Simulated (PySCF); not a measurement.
**Dipole moment and polarisability of `C=COC(=O)CCOC`**

Species: C6H10O3.
Cartesian coordinates in Å at the PBE0-D3(BJ)/def2-SVP level; atoms count from 1:
```
atom  x, y, z in Å
C1     4.3649   -0.4251   -0.7614
C2     3.2829    0.1334   -0.2293
O3     2.0353   -0.3427   -0.5317
C4     0.9595    0.2553    0.0325
O5     1.0353    1.1853    0.7876
C6    -0.3071   -0.4059   -0.4180
C7    -1.5391    0.2195    0.1939
O8    -2.6559   -0.4521   -0.3034
C9    -3.8601    0.0374    0.1966
H10    5.3507   -0.0340   -0.5086
H11    4.2898   -1.2711   -1.4477
H12    3.2876    0.9788    0.4628
H13   -0.2525   -1.4789   -0.1720
H14   -0.3573   -0.3593   -1.5181
H15   -1.5756    1.3006   -0.0497
H16   -1.4885    0.1543    1.2999
H17   -3.9183   -0.0512    1.2999
H18   -4.6752   -0.5532   -0.2442
H19   -4.0160    1.1031   -0.0650
```

Level: PBE0/def2-SVPD (PySCF), static field, nuclei fixed, core orbitals frozen in the response. The polarisability tensor in these axes (au):

```
x   122.24  -5.80  -8.83
y    -5.80  73.77   8.49
z    -8.83   8.49  71.52
```

What are the eigenvalues, a third of the trace, and Δα (Δα² = ½Σ(αi − αj)² over the three pairs)?

Principal values 63.92, 78.84 and 124.75 au; mean 89.17 au = 13.21 Å³ = 14.70 × 10⁻⁴⁰ C²·m²/J; Δα = 54.91 au (62 % of the mean).

What is the dipole moment, and where does it point?

(-0.40, -0.49, -0.34) D, 0.72 D in size, pointing from the negative to the positive side. Measured along this direction, the outermost atoms are H10 and H12 at the negative end and H18 at the positive end.

What depolarisation ratio follows for Rayleigh scattering of linearly polarised light, taking the static tensor?

ρ = 3Δα²/(45ᾱ² + 4Δα²) = 9045.3/(357843 + 12060.4) = 0.0245.

What molar refraction does this α imply?

Lorentz–Lorenz: R = (4π/3)N_A α = 2.5225 cm³/(mol·Å³) × 13.21 Å³ = 33.3 cm³/mol, in the limit of long wavelengths.

Give the eigenvalues of the traceless quadrupole moment Θ = ½Σq(3rr − r²1), origin at the centre of nuclear charge.

-9.40, -2.93, 12.32 D·Å. The values depend on the origin, since the dipole doesn't vanish. The electronic extent ⟨r²⟩ about the same centre is 2061 bohr², a root-mean-square distance of 2.87 Å for the 70 electrons.

Along which axes do the principal values lie, and how far do the nuclei extend along each?

Largest value along (0.97, -0.14, -0.18), where the nuclei span 9.73 Å; middle along (0.23, 0.76, 0.61), 3.39 Å; least along (0.05, -0.63, 0.77), 1.79 Å. The response follows the extents in order.

Sum over states: ᾱ = Σ f/ω², ω in Eh. What share falls to these 10 lowest TDDFT singlets (eV, f)? 5.82, 0.0005; 6.15, 0.2756; 6.27, 0.0863; 7.04, 0.0038; 7.10, 0.0568; 7.48, 0.2061; 7.59, 0.0088; 7.69, 0.0051; 7.70, 0.0029; 7.73, 0.0003.

They add up to 10.86 au, 12.2 % of the 89.17 au; the largest single term is 5.39 au, from the state at 6.15 eV. Terms in order: 0.01, 5.39, 1.63, 0.06, 0.83, 2.73, 0.11, 0.06, 0.04, 0.00 au. Higher excitations give the rest. The strengths listed sum to 0.646.

Geometry: PBE0-D3(BJ)/def2-SVP, one conformer, isolated molecule.
